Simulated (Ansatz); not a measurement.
Ansatz (a program for electronic structure) input (B3LYP-D3(BJ)/def2-TZVP):

Ansatz 0.2 input:
```yaml
crystal:
  periodic: [false, false, false]
  atoms:
    - {symbol: Si, position_ang: [0.44251609, 0.07469657, -0.01282037]}
    - {symbol: O, position_ang: [0.55948252, 1.61358716, -0.00980224]}
    - {symbol: O, position_ang: [1.77035965, -0.69899209, -0.02683830]}
    - {symbol: O, position_ang: [-0.94935114, -0.70613074, -0.00244771]}
    - {symbol: H, position_ang: [-1.79683998, -0.26426705, 0.00750915]}
basis:
  gaussian:
    orbitals: def2-TZVP
hamiltonian:
  xc: b3lyp
  dispersion: d3bj
magnetization: {spin_polarized: true, initial_magnetization: 1}
relax: {f_tol: 0.002, max_steps: 150}
```

Output:

```
Functional definition: B3LYP
integrals: 0.04 GiB planned
758 factors; their error is unknown
mean field: 0.57 GiB planned
mean field evaluation 1: about -14028.8122 eV, gradient 5.7e1 eV
mean field evaluation 2: about -14009.3157 eV, gradient 9.3e1 eV
mean field evaluation 4: about -14038.0688 eV, gradient 1.6e1 eV
mean field evaluation 8: about -14038.9903 eV, gradient 1.7e-1 eV
mean field evaluation 16: about -14039.0257 eV, gradient 2.6e-3 eV
mean field evaluation 32: about -14038.8961 eV, gradient 8.5e-1 eV
mean field -14039.02569823 eV, -515.9246784167 hartree, gradient 1.8e-5 eV, S^2 0.761520; 2 other end points of the search recorded, 0 dependent functions left out
the calculation of the forces begins
reference -14039.02589857 eV, -515.9246857788 hartree; 20, 19 occupied and 116, 117 virtual orbitals, 758 factors
relax step   1: F+E_penalty+E_count = -14039.17463994 eV  Δ(F+E_penalty+E_count) = +0.000e0 eV  max|allowed force component| = 8.974e-1 eV/Å  Δτ_max = 0.0000 Å  (85 SCF iters, accepted)
these checks for a lower state are left out or cut short: starts, cluster_reference, orbital_swaps, neighbouring_geometries, increment
integrals: 0.04 GiB planned
758 factors; their error is unknown
mean field: 0.57 GiB planned
mean field -14039.04140541 eV, -515.9252556448 hartree, gradient 2.1e-5 eV, S^2 0.761841; 0 other end points of the search recorded, 0 dependent functions left out
the calculation of the forces begins
reference -14039.04160609 eV, -515.9252630195 hartree; 20, 19 occupied and 116, 117 virtual orbitals, 758 factors
relax step   2: F+E_penalty+E_count = -14039.19012771 eV  Δ(F+E_penalty+E_count) = -1.549e-2 eV  max|allowed force component| = 4.563e-1 eV/Å  Δτ_max = 0.0105 Å  (59 SCF iters, accepted)
these checks for a lower state are left out or cut short: starts, cluster_reference, orbital_swaps, neighbouring_geometries, increment
integrals: 0.04 GiB planned
758 factors; their error is unknown
mean field: 0.57 GiB planned
mean field -14039.04872296 eV, -515.9255245599 hartree, gradient 1.1e-5 eV, S^2 0.762250; 0 other end points of the search recorded, 0 dependent functions left out
the calculation of the forces begins
reference -14039.04892398 eV, -515.9255319471 hartree; 20, 19 occupied and 116, 117 virtual orbitals, 758 factors
relax step   3: F+E_penalty+E_count = -14039.19723609 eV  Δ(F+E_penalty+E_count) = -7.108e-3 eV  max|allowed force component| = 1.847e-1 eV/Å  Δτ_max = 0.0127 Å  (67 SCF iters, accepted)
these checks for a lower state are left out or cut short: starts, cluster_reference, orbital_swaps, neighbouring_geometries, increment
integrals: 0.04 GiB planned
758 factors; their error is unknown
mean field: 0.57 GiB planned
mean field -14039.04977328 eV, -515.9255631585 hartree, gradient 1.2e-5 eV, S^2 0.762330; 0 other end points of the search recorded, 0 dependent functions left out
the calculation of the forces begins
reference -14039.04997424 eV, -515.9255705433 hartree; 20, 19 occupied and 116, 117 virtual orbitals, 758 factors
relax step   4: F+E_penalty+E_count = -14039.19832600 eV  Δ(F+E_penalty+E_count) = -1.090e-3 eV  max|allowed force component| = 1.686e-1 eV/Å  Δτ_max = 0.0152 Å  (60 SCF iters, accepted)
these checks for a lower state are left out or cut short: starts, cluster_reference, orbital_swaps, neighbouring_geometries, increment
integrals: 0.04 GiB planned
758 factors; their error is unknown
mean field: 0.57 GiB planned
mean field -14039.05099546 eV, -515.9256080726 hartree, gradient 2.4e-5 eV, S^2 0.762419; 0 other end points of the search recorded, 0 dependent functions left out
the calculation of the forces begins
reference -14039.05119648 eV, -515.9256154600 hartree; 20, 19 occupied and 116, 117 virtual orbitals, 758 factors
relax step   5: F+E_penalty+E_count = -14039.19957893 eV  Δ(F+E_penalty+E_count) = -1.253e-3 eV  max|allowed force component| = 6.198e-2 eV/Å  Δτ_max = 0.0087 Å  (63 SCF iters, accepted)
these checks for a lower state are left out or cut short: starts, cluster_reference, orbital_swaps, neighbouring_geometries, increment
integrals: 0.04 GiB planned
758 factors; their error is unknown
mean field: 0.57 GiB planned
mean field evaluation 64: about -14039.0512 eV, gradient 1.4e-1 eV
mean field -14039.05127782 eV, -515.9256184491 hartree, gradient 2.0e-5 eV, S^2 0.762434; 0 other end points of the search recorded, 0 dependent functions left out
the calculation of the forces begins
reference -14039.05147891 eV, -515.9256258391 hartree; 20, 19 occupied and 116, 117 virtual orbitals, 758 factors
relax step   6: F+E_penalty+E_count = -14039.19991156 eV  Δ(F+E_penalty+E_count) = -3.326e-4 eV  max|allowed force component| = 2.675e-2 eV/Å  Δτ_max = 0.0084 Å  (63 SCF iters, accepted)
these checks for a lower state are left out or cut short: starts, cluster_reference, orbital_swaps, neighbouring_geometries, increment
integrals: 0.04 GiB planned
758 factors; their error is unknown
mean field: 0.57 GiB planned
mean field -14039.05120452 eV, -515.9256157553 hartree, gradient 1.7e-5 eV, S^2 0.762453; 0 other end points of the search recorded, 0 dependent functions left out
the calculation of the forces begins
reference -14039.05140566 eV, -515.9256231473 hartree; 20, 19 occupied and 116, 117 virtual orbitals, 758 factors
relax step   7: F+E_penalty+E_count = -14039.19984249 eV  Δ(F+E_penalty+E_count) = +6.907e-5 eV  max|allowed force component| = 9.767e-2 eV/Å  Δτ_max = 0.0033 Å  (63 SCF iters, rejected (line search))
these checks for a lower state are left out or cut short: starts, cluster_reference, orbital_swaps, neighbouring_geometries, increment
integrals: 0.04 GiB planned
758 factors; their error is unknown
mean field: 0.57 GiB planned
mean field -14039.05131894 eV, -515.9256199603 hartree, gradient 2.2e-5 eV, S^2 0.762431; 0 other end points of the search recorded, 0 dependent functions left out
the calculation of the forces begins
reference -14039.05152005 eV, -515.9256273510 hartree; 20, 19 occupied and 116, 117 virtual orbitals, 758 factors
relax step   8: F+E_penalty+E_count = -14039.19996658 eV  Δ(F+E_penalty+E_count) = -5.502e-5 eV  max|allowed force component| = 9.030e-3 eV/Å  Δτ_max = 0.0016 Å  (55 SCF iters, accepted)
these checks for a lower state are left out or cut short: starts, cluster_reference, orbital_swaps, neighbouring_geometries, increment
integrals: 0.04 GiB planned
758 factors; their error is unknown
mean field: 0.57 GiB planned
mean field -14039.05133273 eV, -515.9256204672 hartree, gradient 1.9e-5 eV, S^2 0.762433; 0 other end points of the search recorded, 0 dependent functions left out
the calculation of the forces begins
reference -14039.05153388 eV, -515.9256278593 hartree; 20, 19 occupied and 116, 117 virtual orbitals, 758 factors
relax step   9: F+E_penalty+E_count = -14039.20000475 eV  Δ(F+E_penalty+E_count) = -3.817e-5 eV  max|allowed force component| = 6.105e-3 eV/Å  Δτ_max = 0.0040 Å  (58 SCF iters, accepted)
these checks for a lower state are left out or cut short: starts, cluster_reference, orbital_swaps, neighbouring_geometries, increment
integrals: 0.04 GiB planned
758 factors; their error is unknown
mean field: 0.57 GiB planned
mean field -14039.05132908 eV, -515.9256203330 hartree, gradient 1.5e-5 eV, S^2 0.762433; 0 other end points of the search recorded, 0 dependent functions left out
the calculation of the forces begins
reference -14039.05153023 eV, -515.9256277251 hartree; 20, 19 occupied and 116, 117 virtual orbitals, 758 factors
relax step  10: F+E_penalty+E_count = -14039.20000598 eV  Δ(F+E_penalty+E_count) = -1.228e-6 eV  max|allowed force component| = 2.000e-3 eV/Å  Δτ_max = 0.0006 Å  (51 SCF iters, accepted)
integrals: 0.04 GiB planned
758 factors; their error is unknown
mean field: 0.57 GiB planned
mean field evaluation 96: about -14039.0513 eV, gradient 1.6e-5 eV
mean field -14039.05132908 eV, -515.9256203330 hartree, gradient 1.6e-5 eV, S^2 0.762433; 3 other end points of the search recorded, 0 dependent functions left out
the calculation of the forces begins
reference -14039.05153023 eV, -515.9256277251 hartree; 20, 19 occupied and 116, 117 virtual orbitals, 758 factors
Total energy: -14039.20020713 eV, -515.9310915003 hartree
Atom 0 at     0.440769     0.083050    -0.012678 Å, force    -0.000935    -0.001518    -0.000430 eV/Å
Atom 1 at     0.534134     1.634807    -0.009479 Å, force    -0.000263     0.002000     0.000179 eV/Å
Atom 2 at     1.777487    -0.728598    -0.027159 Å, force     0.000982    -0.000837     0.000086 eV/Å
Atom 3 at    -0.945403    -0.725227    -0.002146 Å, force     0.000564     0.000208     0.000266 eV/Å
Atom 4 at    -1.780819    -0.245137     0.007064 Å, force    -0.000348     0.000147    -0.000100 eV/Å
Dipole moment:    -0.769186    -0.124562     0.006892 e Å
```

It need not be the lowest isomer of its formula.
